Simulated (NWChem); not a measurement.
The numbers come from NWChem runs, not from measurements. System: CF (+1), charge 1, spin multiplicity 1, at a geometry optimised with PBE0/def2-SVP. The structure started from a generated list of species. Level: MP2/def2-TZVPD, 2 core orbitals frozen.

Input file:

```
start mol
memory heap 200 mb stack 900 mb global 1100 mb
charge 1
geometry units angstroms nocenter noautoz
  C      0.000000     0.000000     0.692096
  F      0.000000     0.000000    -0.461397
  symmetry group C2v
end
basis spherical
  * library def2-tzvpd
end
scf
  rhf
  nopen 0
  maxiter 100
  thresh 1e-7
  semidirect memsize 60000000 filesize 0
end
mp2
  freeze core 2
end
task mp2 energy
```

Part of the output:

```
             Northwest Computational Chemistry Package (NWChem) 7.3.0
             --------------------------------------------------------

                                NWChem Input Module
                                -------------------

 Scaling coordinates for geometry "geometry" by  1.889725989
 (inverse scale =  0.529177249)

 Turning off AUTOSYM since
 SYMMETRY directive was detected!

                             Geometry "geometry" -> ""
                             -------------------------

 Output coordinates in angstroms (scale by  1.889725989 to convert to a.u.)

  No.       Tag          Charge          X              Y              Z
 ---- ---------------- ---------- -------------- -------------- --------------
    1 C                    6.0000     0.00000000     0.00000000     0.69209600
    2 F                    9.0000     0.00000000     0.00000000    -0.46139700

 Effective nuclear repulsion energy (a.u.)      24.7730774664

            Nuclear Dipole moment (a.u.)
            ----------------------------
        X                 Y               Z
 ---------------- ---------------- ----------------
     0.0000000000     0.0000000000     0.0000056692

      Symmetry information
      --------------------

 Group name             C2v
 Group number             16
 Group order               4
 No. of unique centers     2

      Symmetry unique atoms

     1    2


 Summary of "ao basis" -> "" (spherical)
 ------------------------------------------------------------------------------
       Tag                 Description            Shells   Functions and Types
 ---------------- ------------------------------  ------  ---------------------
 *                         def2-tzvpd                 on all atoms

 Summary of "ao basis" -> "ao basis" (spherical)
 ------------------------------------------------------------------------------
       Tag                 Description            Shells   Functions and Types
 ---------------- ------------------------------  ------  ---------------------
 C                         def2-tzvpd               13       37   6s3p3d1f
 F                         def2-tzvpd               14       40   6s4p3d1f

                                 NWChem SCF Module
                                 -----------------

  ao basis        = "ao basis"
  functions       =    77
  atoms           =     2
  closed shells   =     7
  open shells     =     0
  charge          =   1.00
  wavefunction    = RHF
  use symmetry    = T
  symmetry adapt  = T

 Summary of "ao basis" -> "ao basis" (spherical)
 ------------------------------------------------------------------------------
       Tag                 Description            Shells   Functions and Types
 ---------------- ------------------------------  ------  ---------------------
 C                         def2-tzvpd               13       37   6s3p3d1f
 F                         def2-tzvpd               14       40   6s4p3d1f

      Symmetry analysis of basis
      --------------------------

        a1         35
        a2          8
        b1         17
        b2         17

 Forming initial guess at       0.1s

      Superposition of Atomic Density Guess
      -------------------------------------

 Sum of atomic energies:        -137.08959044

 Renormalizing density from      15.00 to     14

      Non-variational initial energy
      ------------------------------

 Total energy =    -131.453632
 1-e energy   =    -222.439549
 2-e energy   =      66.212840
 HOMO         =      -0.905932
 LUMO         =      -0.480330

      Symmetry analysis of molecular orbitals - initial
      -------------------------------------------------

 !! scf_movecs_sym_adapt:   50 vectors were symmetry contaminated

  Symmetry fudging

 !! scf_movecs_sym_adapt:   44 vectors were symmetry contaminated

  Numbering of irreducible representations:

     1 a1          2 a2          3 b1          4 b2

  Orbital symmetries:

     1 a1          2 a1          3 a1          4 a1          5 b1
     6 b2          7 a1          8 b2          9 b1         10 a1
    11 a1         12 b2         13 b1         14 a1         15 a1
    16 a2         17 b2

 Starting SCF solution at       0.5s

 ----------------------------------------------
         Quadratically convergent ROHF

 Convergence threshold     :          1.000E-07
 Maximum no. of iterations :          100
 Final Fock-matrix accuracy:          1.000E-09
 ----------------------------------------------

              iter       energy          gnorm     gmax       time
             ----- ------------------- --------- --------- --------
                 1     -136.6878447472  2.62D+00  6.80D-01      0.6
                 2     -136.8962568071  4.84D-01  1.36D-01      0.6
                 3     -136.9059726917  1.85D-01  5.07D-02      0.6
                 4     -136.9071299229  6.03D-03  1.52D-03      0.6
                 5     -136.9071319291  2.47D-05  8.17D-06      0.7
                 6     -136.9071319291  9.29D-10  2.75D-10      0.8

       Final RHF  results
       ------------------

         Total SCF energy =   -136.907131929136
      One-electron energy =   -231.949075911273
      Two-electron energy =     70.268866515708
 Nuclear repulsion energy =     24.773077466429

        Time for solution =      0.3s

       Symmetry analysis of molecular orbitals - final
       -----------------------------------------------

  Numbering of irreducible representations:

     1 a1          2 a2          3 b1          4 b2

  Orbital symmetries:

     1 a1          2 a1          3 a1          4 a1          5 b1
     6 b2          7 a1          8 b1          9 b2         10 a1
    11 a1         12 b2         13 b1         14 a1         15 a1
    16 a2         17 b2

             Final eigenvalues
             -----------------

              1
    1  -26.8548
    2  -11.8804
    3   -2.2225
    4   -1.3741
    5   -1.2004
    6   -1.2004
    7   -0.9730
    8   -0.2725
    9   -0.2725
   10   -0.1167
   11   -0.0567
   12   -0.0539
   13   -0.0539
   14   -0.0033
   15    0.0462
   16    0.0462
   17    0.0977

                       ROHF Final Molecular Orbital Analysis
                       -------------------------------------

 Vector    5  Occ=2.000000D+00  E=-1.200424D+00  Symmetry=b1
              MO Center= -5.9D-17, -1.9D-32, -3.2D-01, r^2= 5.1D-01
   Bfn.  Coefficient  Atom+Function         Bfn.  Coefficient  Atom+Function
  ----- ------------  ---------------      ----- ------------  ---------------
    44      0.477183  2 F  px                47      0.417395  2 F  px
    50      0.166650  2 F  px

 Vector    6  Occ=2.000000D+00  E=-1.200424D+00  Symmetry=b2
              MO Center=  1.4D-31,  2.9D-17, -3.2D-01, r^2= 5.1D-01
   Bfn.  Coefficient  Atom+Function         Bfn.  Coefficient  Atom+Function
  ----- ------------  ---------------      ----- ------------  ---------------
    45      0.477183  2 F  py                48      0.417395  2 F  py
    51      0.166650  2 F  py

 Vector    7  Occ=2.000000D+00  E=-9.730280D-01  Symmetry=a1
              MO Center=  6.9D-17,  3.9D-17,  9.5D-01, r^2= 7.8D-01
   Bfn.  Coefficient  Atom+Function         Bfn.  Coefficient  Atom+Function
  ----- ------------  ---------------      ----- ------------  ---------------
     4      0.509826  1 C  s                  3      0.348264  1 C  s
     9      0.309888  1 C  pz                12      0.206603  1 C  pz
     2     -0.191761  1 C  s                 46     -0.169194  2 F  pz

 Vector    8  Occ=0.000000D+00  E=-2.725467D-01  Symmetry=b1
              MO Center= -2.0D-16,  2.1D-31,  6.6D-01, r^2= 1.4D+00
   Bfn.  Coefficient  Atom+Function         Bfn.  Coefficient  Atom+Function
  ----- ------------  ---------------      ----- ------------  ---------------
    10      0.455458  1 C  px                 7      0.416817  1 C  px
    13      0.372701  1 C  px                44     -0.212798  2 F  px
    50     -0.207843  2 F  px                47     -0.198649  2 F  px

 Vector    9  Occ=0.000000D+00  E=-2.725467D-01  Symmetry=b2
              MO Center= -1.1D-30,  2.5D-16,  6.6D-01, r^2= 1.4D+00
   Bfn.  Coefficient  Atom+Function         Bfn.  Coefficient  Atom+Function
  ----- ------------  ---------------      ----- ------------  ---------------
    11      0.455458  1 C  py                 8      0.416817  1 C  py
    14      0.372701  1 C  py                45     -0.212798  2 F  py
    51     -0.207843  2 F  py                48     -0.198649  2 F  py

 Vector   10  Occ=0.000000D+00  E=-1.167176D-01  Symmetry=a1
              MO Center=  1.3D-17, -1.6D-17, -1.0D-01, r^2= 7.8D+00
   Bfn.  Coefficient  Atom+Function         Bfn.  Coefficient  Atom+Function
  ----- ------------  ---------------      ----- ------------  ---------------
     6      2.222315  1 C  s                 43     -1.935391  2 F  s
    15     -0.873234  1 C  pz                55     -0.725118  2 F  pz
    42     -0.556662  2 F  s                  4      0.552750  1 C  s
     5      0.511192  1 C  s                 52     -0.398221  2 F  pz
    12     -0.344301  1 C  pz                 3     -0.176236  1 C  s

 center of mass
 --------------
 x =   0.00000000 y =   0.00000000 z =  -0.02808234

 moments of inertia (a.u.)
 ------------------
          34.945124610691           0.000000000000           0.000000000000
           0.000000000000          34.945124610691           0.000000000000
           0.000000000000           0.000000000000           0.000000000000

  Mulliken analysis of the total density
  --------------------------------------

    Atom       Charge   Shell Charges
 -----------   ------   -------------------------------------------------------
    1 C    6     5.14   0.87  1.11  0.75  0.91  0.15 -0.01  0.71  0.49  0.02  0.05  0.08 -0.01  0.02
    2 F    9     8.86   0.77  1.20  0.62  1.02  0.28 -0.01  2.22  2.18  0.52  0.01  0.00  0.03  0.00  0.00

       Multipole analysis of the density wrt the origin
       ------------------------------------------------

     L   x y z        total         open         nuclear
     -   - - -        -----         ----         -------
     0   0 0 0      1.000000      0.000000     15.000000

     1   1 0 0     -0.000000      0.000000      0.000000
     1   0 1 0     -0.000000      0.000000      0.000000
     1   0 0 1      0.517076      0.000000      0.000006

     2   2 0 0     -5.668406      0.000000      0.000000
     2   1 1 0     -0.000000      0.000000      0.000000
     2   1 0 1     -0.000000      0.000000      0.000000
     2   0 2 0     -5.668406      0.000000      0.000000
     2   0 1 1     -0.000000      0.000000      0.000000
     2   0 0 2     -5.619088      0.000000     17.105277

                   NWChem MP2 Semi-direct Energy/Gradient Module
                   ---------------------------------------------

  Basis functions       =     77
  Molecular orbitals    =     77
  Frozen core           =      2
  Frozen virtuals       =      0
  Active alpha occupied =      5
  Active beta occupied  =      5
  Active alpha virtual  =     70
  Active beta virtual   =     70
  Use MO symmetry       = T
  Use skeleton AO sym   = T

  AO/Fock/Back tols     =   1.0D-09  1.0D-09  1.0D-09

 GA uses MA = F    GA memory limited = T

 Available:
  local mem=  1.26D+08
 global mem=  1.44D+08
 local disk=  0.00D+00
  mp2_memr nvloc                    70
  nvloc new                    70
   1 passes of   5:        4194304                      29588                   3581407.
   1 passes of   5: M    126153604           G      144167342           F     121959300.

 Semi-direct pass number   1 of   1  for RHF alpha+beta  at        0.9s
  vrange nnbf                  3001
  mp2_eaftype                    13  avail_ma_in_mb                  1099
 EAF : mp2_eaftype filesize          13    1790704.
  mp2_eaf for mointskh                     13
Node 0 wrote      8.4 Mb in      0.0 s     Agg I/O rate:  1426.8 Mb/s
 Done moints_semi at        2.0s
  mp2_eaftype                    13  avail_ma_in_mb                  1086
 EAF : mp2_eaftype filesize          13    1790704.
  mp2_eaf for kh                    13
 Done maket at        2.0s
 Done multipass loop at        2.0s

          -------------------------------------------
          SCF energy                -136.907131929136
          Correlation energy          -0.347242556530
          Singlet pairs               -0.218099486670
          Triplet pairs               -0.129143069860
          Total MP2 energy          -137.254374485666
          -------------------------------------------

          ---------------------------------------------------
                    Spin Component Scaled (SCS) MP2
          Same spin pairs                     -0.086095379907
          Same spin scaling factor             0.333333333333
          Opposite spin pairs                 -0.261147176623
          Opposite spin scaling fact.          1.200000000000
          SCS-MP2 correlation energy          -0.342075071917
          Total SCS-MP2 energy              -137.249207001053
          ---------------------------------------------------

 -----------------------
 Performance information
 -----------------------

 Timer overhead =  2.07D-07 seconds/call

               Nr. of calls         CPU time (s)                 Wall time (s)                GFlops
             ---------------    -------------------     ------------------------------   -------------------
Name         Min   Avg   Max    Min     Avg     Max     Min     Avg     Max   Mx/calls   Min     Max     Sum
mp2: moin     1     1     1    1.1     1.1     1.1      1.1     1.1     1.1     1.1      0.0     0.0     0.0
mp2: make     1     1     1   5.99E-2 5.99E-2 5.99E-2  5.99E-2 5.99E-2 5.99E-2 5.99E-2   0.0     0.0     0.0
mp2: tota     1     1     1    1.2     1.2     1.2      1.2     1.2     1.2     1.2      0.0     0.0     0.0

 The average no. of pstat calls per process was 3.00D+00
 with a timing overhead of 6.20D-07s

 Task  times  cpu:        2.0s     wall:        2.0s

 Total times  cpu:        2.1s     wall:        2.1s
```
